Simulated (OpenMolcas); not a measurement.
# Mn4+, Tc4+, Re4+: d³ down the group

```
Program             : OpenMolcas 26.06
Method              : MS-CASPT2, IPEA 0.25 Eh, imaginary shift 0.1 Eh
Basis               : ANO-R2
Scalar Hamiltonian  : X2C, finite nucleus
Spin-orbit coupling : RASSI with atomic mean-field integrals over the reference wave functions, term energies averaged over their components
```

Active space for each ion: 3 electrons in 10 orbitals (d d); closed shells correlated by CASPT2: Mn4+ 3s 3p; Tc4+ 4s 4p; Re4+ 5s 5p.

Computed levels in cm-1 above ⁴F_3/2:

```tsv
Level	Mn4+	Tc4+	Re4+
⁴F_5/2	369	1065	5030
⁴F_7/2	869	2380	9260
⁴F_9/2	1487	3850	12310
⁴P_1/2	16890	11990	14470
⁴P_5/2	17500	13710	21610
²G_7/2	18060	13810	19590
²G_9/2	18590	14740	31380
²P_1/2	23380	17140	23970
²D_5/2(1)	25320	20360	29880
weight of ⁴F in the lowest level (%)	100	98	84
```

Mixed levels, with the weight of the term that names them: Re4+ ⁴F_9/2 (64 %), Re4+ ⁴P_1/2 (63 %), Re4+ ²G_9/2 (55 %), Re4+ ²P_1/2 (63 %).

Measured, with the error of the calculation in %. Measured levels: Mn4+ from Corliss and Sugar, J. Phys. Chem. Ref. Data 6, 1253 (1977); Re4+ from the list in Brasseur, Gamrath and Quinet, At. Data Nucl. Data Tables 157, 101636 (2024).

```
    Level          Mn4+          Re4+
   ⁴F_5/2    359 (+2.8)   4853 (+3.6)
   ⁴F_7/2    835 (+4.1)   8973 (+3.2)
   ⁴F_9/2   1412 (+5.3)  11914 (+3.3)
   ⁴P_1/2  16434 (+2.8)  14325 (+1.0)
   ⁴P_5/2  17049 (+2.6)  20922 (+3.3)
   ²G_7/2  17892 (+0.9)  19013 (+3.1)
   ²G_9/2  18399 (+1.0)  30366 (+3.3)
   ²P_1/2  23082 (+1.3)  23669 (+1.3)
²D_5/2(1)  24630 (+2.8)  28739 (+4.0)
```

The fine-structure level ⁴F_9/2 changes by a factor of 8.28 from Mn4+ to Re4+.

Without spin-orbit coupling ⁴P lies 16420, 10830, 10590 cm-1 above ⁴F in that order; the difference to the level ⁴P_1/2, of either sign, comes from spin-orbit coupling, which also lowers the zero.

CASPT2 does not keep the components of a term degenerate, so their means are used; among the terms shown or strongly mixed into the levels shown the widest spread is 900 cm-1 (3d³ ⁴F, Mn4+). Active for correlation alone: 4d; no level in the range computed is led by a configuration that fills it, so any true level of that kind is missing (holds for Mn4+). Active for correlation alone: 5d; no level in the range computed is led by a configuration that fills it, so any true level of that kind is missing (holds for Tc4+). Active for correlation alone: 6d; no level in the range computed is led by a configuration that fills it, so any true level of that kind is missing (holds for Re4+). Computed and measured levels are paired by configuration, term and J; levels that our copy of the source lacks, or whose pairing is in doubt (as where it misses far off the trend of its configuration), stay unpaired and out of the deviations. Levels of configurations outside the active space are missing.

A number in round brackets counts repeated terms of one configuration in the order of the reference energies.
